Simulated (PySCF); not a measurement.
Electronic structure of Te³⁺ (tellurium, charge +3) at the B97-3 level

Configuration: [Kr] 4d10 5s2 5p1, 2P determinant. Calculation: PySCF 2.14, in def2-QZVPPD with the def2 core potential (28 electrons) (8s7p5d4f1g, 91 functions); a scalar-relativistic core potential.

```
Total energy                                                  : -266.0332 hartree
One-electron energy                                           : -440.8002 hartree
Hartree (Coulomb) energy                                      : 194.6953 hartree
Exchange-correlation energy                                   : -19.9283 hartree
⟨S²⟩                                                          : 0.7519
⟨L²⟩                                                          : 2.006
Sum of ⟨r⟩                                                    : 22.37 bohr
Sum of ⟨r²⟩                                                   : 30.67 bohr²
Traceless quadrupole moment −½Σ⟨3z² − r²⟩ along its main axis : -2.19 e·bohr²
```

```tsv
shell	electrons	mean orbital energy (eV)	spread (eV)	rms radius, mean of both spins (bohr)
4s α	1	-204.09	0	0.818
4s β	1	-203.97	0	0.818
4p α	3	-152.77	0.467	0.882
4p β	3	-152.65	0.733	0.882
4d α	5	-75.527	0.563	1.04
4d β	5	-75.368	0.799	1.04
5s α	1	-44.494	0	2.04
5s β	1	-43.274	0	2.04
5p α	1	-33.240	0	2.36
```

Energies and moments cover only the electrons outside the core potential.
